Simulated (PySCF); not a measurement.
GaCl2(vinyl), C₂H₃Cl₂Ga.
Bonds: Ga1–Cl2, Ga1–Cl3, Ga1–C4, C4–C5. Hydrogens: H6 on C4; H7, H8 on C5.

A calculation gives these core lines: C 1s: 290.89 (area 1), 291.26 (area 1) eV; Cl 1s: 2828.24 eV; Cl 2p3/2: 205.66 eV.

Computed with PySCF, delta-SCF UKS SCAN, pcX-2 on the ionised atom, pcseg-1 elsewhere, spin-free X2C. Isolated species at its PBE0-D3(BJ)/def2-SVP geometry (one conformer only).

Which carbon gives which C 1s line?

290.89 eV: C4 (carbon bonded to C, Ga and H); 291.26 eV: C5 (carbon bonded to C and 2 H). The listed C 1s values span 0.37 eV, from C4 (bonded to C, H and Ga) to C5 (bonded to C and 2 H).

Bonded neighbours of each site: Cl2/Cl3: Ga; C4: C, H and Ga; C5: C and 2 H.

Which photon wavelength matches the Cl 1s of Cl2 (atom 2)/Cl3 threshold?

λ = hc/E = 12398.42 eV Å / 2828.24 eV = 4.384 Å.

Topologically equivalent atoms share the value of their first member; where this conformer doesn't relate them by symmetry, their own values could differ. The 2p values aren't plain energy differences: one relaxed spin-free 2p hole is combined with a matrix within the shell (ground-state 2p orbital-energy differences and spin–orbit coupling). 2p3/2, the mean of its two sublevels, lies a third of the splitting below the shell's mean and 2p1/2 two thirds above it; the statistical areas are 2:1. 2p1/2 minus 2p3/2 (ligand field included): Cl 1.65 eV. No level of gallium is listed.
